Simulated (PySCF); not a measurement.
**Exercise with solution: dipole moment from atomic charges**

Bi(OH)(TeH)2 (BiH₃OTe₂), SMILES [OH][Bi]([TeH])[TeH]. Atoms are numbered in the order given.

```xyz
7

Bi    -0.1003    -0.2643     1.0263
O     -1.4811    -1.8301     0.8559
H     -1.6658    -2.0288    -0.0720
Te    -1.2774     1.7745    -0.6331
H     -0.9481     0.9301    -2.0308
Te     1.6739    -1.0045    -1.0915
H      2.1649    -2.3604    -0.2512
```
Charge 0, spin multiplicity 1.

Coordinates come from a PBE0-D3(BJ)/def2-SVP optimisation. The structure was generated by enumeration; whether it is a known compound was not checked. The def2 effective core potentials stand for the cores of Bi, Te; spin–orbit coupling is left out. One conformer was computed; it need not be the lowest.

Charges (e) from PBE/def2-TZVP run with PySCF:

```json
[
 {"atom": "Bi1", "Mulliken": "0.629", "ESP fit": "0.476"},
 {"atom": "O2", "Mulliken": "-0.618", "ESP fit": "-0.544"},
 {"atom": "H3", "Mulliken": "0.307", "ESP fit": "0.287"},
 {"atom": "Te4", "Mulliken": "-0.232", "ESP fit": "-0.168"},
 {"atom": "H5", "Mulliken": "0.071", "ESP fit": "0.098"},
 {"atom": "Te6", "Mulliken": "-0.223", "ESP fit": "-0.246"},
 {"atom": "H7", "Mulliken": "0.066", "ESP fit": "0.097"}
]
```

The dipole moment of the full density is 1.22 D.

What dipole moment does each set of point charges give, and which comes closer to that of the density?


μ = Σ q r, and 1 e Å = 4.8032 D.
Mulliken: Σ q r = (0.339, 0.064, 0.324) e Å, |μ| = 2.28 D.
ESP fit: Σ q r = (0.200, 0.099, 0.154) e Å, |μ| = 1.30 D.
ESP fit comes closer in size. Point charges leave out the atoms' own dipoles (lone pairs, polarised bonds); fits to the potential absorb them, partitions of the density don't.
